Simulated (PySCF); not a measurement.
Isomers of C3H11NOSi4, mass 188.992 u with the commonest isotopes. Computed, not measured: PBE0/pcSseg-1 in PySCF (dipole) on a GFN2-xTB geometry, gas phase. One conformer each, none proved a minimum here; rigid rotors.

Task: Order these by out-of-plane moment Σ m c² = (Ia + Ib − Ic)/2, smallest first.
A. `C#C[Si@@H]1O[SiH2]N(C)[Si@H]1[SiH3]`
B. `[CH3:1][CH2:2][Si@@H:3]1[Si@@H:4]([OH:5])[SiH2:6][Si@@H:7]1[C:8]#[N:9]` with C1–C2–Si3–Si4 164°, Si3–Si4–O5–H -79°, C2–Si3–Si4–O5 149°, Si3–Si4–Si6–Si7 -6°, Si4–Si6–Si7–C8 120°, C2–Si3–Si7–Si6 109°
C. `[CH3:1][CH2:2][O:3][Si@@H:4]1[SiH2:5][SiH2:6][Si@@H:7]1[C:8]#[N:9]` with C1–C2–O3–Si4 -167°, C2–O3–Si4–Si5 162°
D. `[CH2:1]=[CH:2][C:3](=[O:4])[Si@@H:5]1[SiH2:6][NH:7][SiH2:8][SiH2:9]1` with C1–C2–C3–O4 14°, C2–C3–Si5–Si6 -123°, C3–Si5–Si6–N7 -117°, Si5–Si6–N7–Si8 22°, Si6–N7–Si8–Si9 -25°, N7–Si8–Si9–Si5 13°
E. `[CH3:1][CH2:2][Si@@H:3]1[Si@H:4]([OH:5])[SiH2:6][Si@H:7]1[C:8]#[N:9]` with C1–C2–Si3–Si4 -64°, Si3–Si4–O5–H -175°
F. `[CH3:1][CH2:2][O:3][Si@@H:4]1[SiH2:5][SiH2:6][Si@H:7]1[C:8]#[N:9]` with C1–C2–O3–Si4 161°, C2–O3–Si4–Si5 -70°, O3–Si4–Si5–Si6 -92°, Si4–Si5–Si6–Si7 -7°, Si5–Si6–Si7–C8 -101°, O3–Si4–Si7–Si6 103°
G. `[CH3:1][O:2][Si@@:3]1([C:4]#[N:5])[SiH2:6][SiH2:7][Si@@H:8]1[CH3:9]` with C1–O2–Si3–C4 -62°, O2–Si3–Si6–Si7 101°, Si3–Si6–Si7–Si8 5°, Si6–Si7–Si8–C9 106°, O2–Si3–Si8–Si7 -110°
H. `[CH3:1][CH2:2][O:3][Si:4]1([C:5]#[N:6])[SiH2:7][SiH2:8][SiH2:9]1` with C1–C2–O3–Si4 -176°, C2–O3–Si4–C5 -59°

Result: B (74.06 u·Å²), E (82.31 u·Å²), A (88.32 u·Å²), D (98.22 u·Å²), C (109.07 u·Å²), F (132.43 u·Å²), G (190.05 u·Å²), H (196.10 u·Å²).

Task: Order these by dipole moment, smallest first.
A. `[CH3:1][CH2:2][Si@@H:3]1[Si@@H:4]([OH:5])[SiH2:6][Si@@H:7]1[C:8]#[N:9]` with C1–C2–Si3–Si4 164°, Si3–Si4–O5–H -79°, C2–Si3–Si4–O5 149°, Si3–Si4–Si6–Si7 -6°, Si4–Si6–Si7–C8 120°, C2–Si3–Si7–Si6 109°
B. `C#C[Si@@H]1O[SiH2]N(C)[Si@H]1[SiH3]`
C. `[CH3:1][O:2][Si@@:3]1([C:4]#[N:5])[SiH2:6][SiH2:7][Si@@H:8]1[CH3:9]` with C1–O2–Si3–C4 -62°, O2–Si3–Si6–Si7 101°, Si3–Si6–Si7–Si8 5°, Si6–Si7–Si8–C9 106°, O2–Si3–Si8–Si7 -110°
D. `[CH3:1][CH2:2][O:3][Si:4]1([C:5]#[N:6])[SiH2:7][SiH2:8][SiH2:9]1` with C1–C2–O3–Si4 -176°, C2–O3–Si4–C5 -59°
E. `[CH2:1]=[CH:2][C:3](=[O:4])[Si@@H:5]1[SiH2:6][NH:7][SiH2:8][SiH2:9]1` with C1–C2–C3–O4 14°, C2–C3–Si5–Si6 -123°, C3–Si5–Si6–N7 -117°, Si5–Si6–N7–Si8 22°, Si6–N7–Si8–Si9 -25°, N7–Si8–Si9–Si5 13°
F. `[CH3:1][CH2:2][Si@@H:3]1[Si@H:4]([OH:5])[SiH2:6][Si@H:7]1[C:8]#[N:9]` with C1–C2–Si3–Si4 -64°, Si3–Si4–O5–H -175°

Result: B (1.43 D), E (1.97 D), C (2.98 D), D (3.45 D), A (5.05 D), F (5.43 D).

Task: Order these by rotational constant A, smallest first.
A. `[CH3:1][CH2:2][O:3][Si@@H:4]1[SiH2:5][SiH2:6][Si@H:7]1[C:8]#[N:9]` with C1–C2–O3–Si4 161°, C2–O3–Si4–Si5 -70°, O3–Si4–Si5–Si6 -92°, Si4–Si5–Si6–Si7 -7°, Si5–Si6–Si7–C8 -101°, O3–Si4–Si7–Si6 103°
B. `[CH3:1][CH2:2][Si@@H:3]1[Si@@H:4]([OH:5])[SiH2:6][Si@@H:7]1[C:8]#[N:9]` with C1–C2–Si3–Si4 164°, Si3–Si4–O5–H -79°, C2–Si3–Si4–O5 149°, Si3–Si4–Si6–Si7 -6°, Si4–Si6–Si7–C8 120°, C2–Si3–Si7–Si6 109°
C. `[CH2:1]=[CH:2][C:3](=[O:4])[Si@@H:5]1[SiH2:6][NH:7][SiH2:8][SiH2:9]1` with C1–C2–C3–O4 14°, C2–C3–Si5–Si6 -123°, C3–Si5–Si6–N7 -117°, Si5–Si6–N7–Si8 22°, Si6–N7–Si8–Si9 -25°, N7–Si8–Si9–Si5 13°
D. `[CH3:1][CH2:2][Si@@H:3]1[Si@H:4]([OH:5])[SiH2:6][Si@H:7]1[C:8]#[N:9]` with C1–C2–Si3–Si4 -64°, Si3–Si4–O5–H -175°
E. `[CH3:1][CH2:2][O:3][Si:4]1([C:5]#[N:6])[SiH2:7][SiH2:8][SiH2:9]1` with C1–C2–O3–Si4 -176°, C2–O3–Si4–C5 -59°
F. `[CH3:1][O:2][Si@@:3]1([C:4]#[N:5])[SiH2:6][SiH2:7][Si@@H:8]1[CH3:9]` with C1–O2–Si3–C4 -62°, O2–Si3–Si6–Si7 101°, Si3–Si6–Si7–Si8 5°, Si6–Si7–Si8–C9 106°, O2–Si3–Si8–Si7 -110°

Result: F (971.5 MHz), E (991.6 MHz), B (1052 MHz), D (1088 MHz), A (1162 MHz), C (1480 MHz).

```tsv
SMILES	point group	Ia (u·Å²)	Ib (u·Å²)	Ic (u·Å²)	κ	μa (D)	μb (D)	μc (D)
CC[Si@@H]1[Si@H](O)[SiH2][Si@H]1C#N	C1	464.71	821.56	1121.65	-0.48	4.75	2.10	1.59
C#C[Si@@H]1O[SiH2]N(C)[Si@H]1[SiH3]	C1	461.29	774.97	1059.61	-0.43	0.75	0.14	1.20
CCO[Si]1(C#N)[SiH2][SiH2][SiH2]1	C1	509.65	897.99	1015.44	-0.74	0.58	3.36	0.50
CC[Si@@H]1[Si@@H](O)[SiH2][Si@@H]1C#N	C1	480.29	761.12	1093.28	-0.32	3.82	3.24	0.68
CO[Si@@]1(C#N)[SiH2][SiH2][Si@@H]1C	C1	520.20	777.09	917.20	-0.53	1.74	1.75	1.67
CCO[Si@@H]1[SiH2][SiH2][Si@H]1C#N	C1	434.79	948.52	1118.47	-0.77	4.77	1.68	0.71
C=CC(=O)[Si@@H]1[SiH2]N[SiH2][SiH2]1	C1	341.52	972.63	1117.72	-0.87	0.96	0.38	1.68
CCO[Si@@H]1[SiH2][SiH2][Si@@H]1C#N	C1	525.41	732.79	1040.06	-0.14	1.33	2.64	1.59
```
